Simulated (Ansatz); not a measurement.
`C[SiH2][SiH2]F` + H₂O → `C[SiH2][SiH2]O` + H–F at 500 K and 1 bar (formal hydrolysis of the Si–F bond).

Isolated molecules relaxed with PBE0-D4/def2-TZVP in Ansatz; ΔE leaves out vibrations. CCSD(T)/CBS adds triple-zeta CCSD(T) − MP2 to the extrapolated MP2 energy (def2 sets, frozen cores). This one scheme is used for every species. Each species was taken in one conformer, which may not be the lowest.

| species | CCSD(T)/CBS energy (Eh) | H − E (kJ/mol) | S (J/(mol·K)) |
| --- | --- | --- | --- |
| `C[SiH2][SiH2]F` | -720.27653 | 241.7 | 418.5 |
| H₂O | -76.37941 | 73.2 | 206.3 |
| `C[SiH2][SiH2]O` | -696.24339 | 275.1 | 433.9 |
| H–F | -100.39570 | 39.4 | 188.7 |

H − E and S are ideal-gas, rigid-rotor, harmonic terms from PBE0-D4/def2-TZVP, for one conformer and one mirror image of each species. 1 Eh = 2625.50 kJ/mol, R = 8.31446 J/(mol·K).

By hand: ΔE, ΔH, ΔS and ΔG.

ΔE = (-696.24339) + (-100.39570) − (-720.27653) − (-76.37941) = 0.01685 Eh = 44.2 kJ/mol. Δ(H − E) = 275.1 + 39.4 − 241.7 − 73.2 = -0.4, so ΔH = 43.8 kJ/mol. ΔS = 433.9 + 188.7 − 418.5 − 206.3 = -2.2 J/(mol·K). ΔG = 43.8 − 500 × (-2.2)/1000 = 44.9 kJ/mol.

By hand: the equilibrium constant, and the temperature at which ΔG would vanish if ΔH and ΔS stayed fixed.

log₁₀ K = −ΔG/(RT ln 10) = -4.7. ΔH and −TΔS have one sign here, so there is no such temperature.

The number of gas molecules stays the same, so ΔS is small and ΔH decides. A doubt of 5 kJ/mol in ΔE shifts log₁₀ K by 0.5 here. Other conformers and mirror images would add mixing entropy, several J/(mol·K) or more a flexible species. Modes under 60 cm⁻¹, often nearly free rotors, make the harmonic entropy too high. These are equilibria of isolated gas molecules and say nothing of rates. Largest T1 diagnostic: 0.012 (customary marks: 0.02 for closed shells, 0.045 for open ones).

ΔS is within the doubt of such terms, so its sign, and with it that verdict, could turn.
